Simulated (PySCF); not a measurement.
The dipole of `COc1pcpc(C(C)=O)p1` from its density and from atomic charges.

Coordinates (GFN2-xTB, Å) and charges (e) from the PBE0/pcSseg-1 density (PySCF):

```csv
atom,x,y,z,Mulliken,IAO,Hirshfeld,ESP-fitted
C1,-3.935,0.375,-0.535,-0.0608,-0.2158,-0.0368,-0.2212
O2,-2.690,0.942,-0.231,-0.4431,-0.2922,-0.0960,-0.2605
C3,-1.574,0.179,-0.396,-0.2793,-0.2410,-0.0371,+0.4556
P4,-1.744,-1.467,-0.962,+0.4372,+0.3499,+0.0964,-0.2702
C5,-0.120,-2.059,-1.042,-0.6911,-0.6214,-0.1698,-0.0063
P6,1.453,-1.434,-0.723,+0.5030,+0.4047,+0.1166,-0.2360
C7,1.196,0.207,-0.179,-0.7875,-0.5277,-0.1425,+0.0016
C8,2.369,1.020,0.187,+0.2576,+0.3809,+0.1433,+0.7286
C9,3.739,0.431,0.004,-0.2487,-0.4769,-0.1284,-0.7510
O10,2.189,2.142,0.621,-0.3654,-0.4172,-0.2272,-0.4855
P11,-0.219,1.205,0.065,+0.6326,+0.5059,+0.1419,-0.1573
H12,-4.136,-0.497,0.099,+0.1300,+0.1445,+0.0408,+0.1272
H13,-3.979,0.062,-1.585,+0.1299,+0.1443,+0.0404,+0.1234
H14,-4.679,1.147,-0.347,+0.1428,+0.1708,+0.0613,+0.1561
H15,-0.092,-3.091,-1.387,+0.1867,+0.1843,+0.0440,+0.1725
H16,4.493,1.150,0.314,+0.1466,+0.1703,+0.0544,+0.2014
H17,3.888,0.171,-1.043,+0.1537,+0.1682,+0.0498,+0.2107
H18,3.833,-0.477,0.597,+0.1558,+0.1684,+0.0492,+0.2110
```

Q: Compute μ = Σ q r for each scheme (1 e·Å = 4.803 D) and compare with the dipole of the full density.

A: The full density gives (-1.67, -2.62, -1.18) D, 3.33 D in size; dipole vectors point from the negative to the positive end.

```
    scheme     μx     μy     μz  size (D)  share of the full size (%)  angle to the full dipole (°)
  Mulliken  -0.79  -3.88  -1.63      4.28                         129                            20
       IAO  -1.88  -3.44  -1.52      4.21                         126                             4
 Hirshfeld  -1.68  -1.73  -0.82      2.55                          77                            11
ESP-fitted  -1.71  -2.65  -1.20      3.37                         101                             0
```

Q: Which set comes closest?

A: Length of the difference vector: ESP-fitted 0.05 D, IAO 0.91 D, Hirshfeld 0.96 D, Mulliken 1.60 D. Closest: ESP-fitted. 

Q: What is left for the Hirshfeld atoms' own dipoles?

A: The shares of the density sum to the whole, so what Σ q r misses lies in dipoles about the nuclei. The atomic dipoles sum to (-1.67, -2.62, -1.18) − (-1.68, -1.73, -0.82) = (0.01, -0.89, -0.36) D, 0.96 D in size.

Q: With the origin at the mean of the coordinates, (0.000, 0.000, -0.363) Å, which are the largest single terms, by size, of the IAO dipole along the direction of the full one?

A: O10 +6.29, C5 -5.74, C9 +5.39, C8 -4.01, P4 +3.77 D; all 18 atoms together +4.20 D. The single terms depend on the origin, their sum doesn't.

Q: Give the size of the full dipole in other units.

A: 3.33 D = 1.309 au = 0.693 e·Å = 11.10 × 10⁻³⁰ C·m.

One conformer (not necessarily the lowest) at the GFN2-xTB geometry, without solvent, vibrations or thermal averaging.

The run behind these numbers computed NMR shieldings as well. Hardware: an Arm Neoverse V2 with one thread, shared host. Cost: 55 s, 1.1 GiB resident at most.

Shape of the structure used: `[CH3:1][O:2][c:3]1[p:4][cH:5][p:6][c:7]([C:8]([CH3:9])=[O:10])[p:11]1`: C1–O2–C3–P4 -1°, P6–C7–C8–C9 3°.
